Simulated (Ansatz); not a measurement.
C3H8FNOSi (`C=C[Si](N)(F)OC`). Total charge 0; spin multiplicity 1. All single points use the PBE0-D4/def2-TZVP geometry. It is one conformer, not always the lowest.

```xyz
15

C    -0.670    1.513   -1.452
C    -1.189    0.355   -1.051
Si   -0.187   -0.987   -0.272
N     1.429   -0.848   -0.781
F    -0.877   -2.374   -0.657
O    -0.230   -0.995    1.357
C     0.185    0.083    2.163
H     0.393    1.721   -1.359
H    -1.277    2.300   -1.891
H    -2.261    0.205   -1.166
H     1.651   -0.712   -1.754
H     2.153   -1.366   -0.310
H    -0.406    0.983    1.962
H     0.044   -0.200    3.208
H     1.242    0.321    2.003
```

**Question.** What is the dipole moment at B3LYP/def2-TZVPP? (Estimate.)

**Answer.** Computed: 2.75 D, with components (1.70, 2.13, -0.36) D in this frame, pointing from negative to positive charge.

**Question.** And with PBE, r2SCAN, ωB97M-V? (Best estimate.)

**Answer.** Computed: PBE 2.62 D, r2SCAN 2.69 D, ωB97M-V 2.75 D.

**Question.** Give the Mulliken charges with B3LYP, PBE, ωB97M-V in def2-TZVPP. (Estimate.)

**Answer.** The calculation gave: 
```json
{"atom": "C1", "B3LYP": "-0.20", "PBE": "-0.18", "ωB97M-V": "-0.19"}
{"atom": "C2", "B3LYP": "-0.25", "PBE": "-0.22", "ωB97M-V": "-0.29"}
{"atom": "Si3", "B3LYP": "0.76", "PBE": "0.61", "ωB97M-V": "0.77"}
{"atom": "N4", "B3LYP": "-0.40", "PBE": "-0.38", "ωB97M-V": "-0.37"}
{"atom": "F5", "B3LYP": "-0.31", "PBE": "-0.27", "ωB97M-V": "-0.30"}
{"atom": "O6", "B3LYP": "-0.37", "PBE": "-0.30", "ωB97M-V": "-0.36"}
{"atom": "C7", "B3LYP": "-0.12", "PBE": "-0.13", "ωB97M-V": "-0.18"}
{"atom": "H8", "B3LYP": "0.11", "PBE": "0.09", "ωB97M-V": "0.10"}
{"atom": "H9", "B3LYP": "0.11", "PBE": "0.10", "ωB97M-V": "0.11"}
{"atom": "H10", "B3LYP": "0.10", "PBE": "0.09", "ωB97M-V": "0.10"}
{"atom": "H11", "B3LYP": "0.14", "PBE": "0.15", "ωB97M-V": "0.12"}
{"atom": "H12", "B3LYP": "0.14", "PBE": "0.15", "ωB97M-V": "0.12"}
{"atom": "H13", "B3LYP": "0.10", "PBE": "0.09", "ωB97M-V": "0.11"}
{"atom": "H14", "B3LYP": "0.11", "PBE": "0.11", "ωB97M-V": "0.13"}
{"atom": "H15", "B3LYP": "0.09", "PBE": "0.09", "ωB97M-V": "0.11"}
```

B3LYP here is the variant with VWN-RPA as its local correlation; programs differ in this.
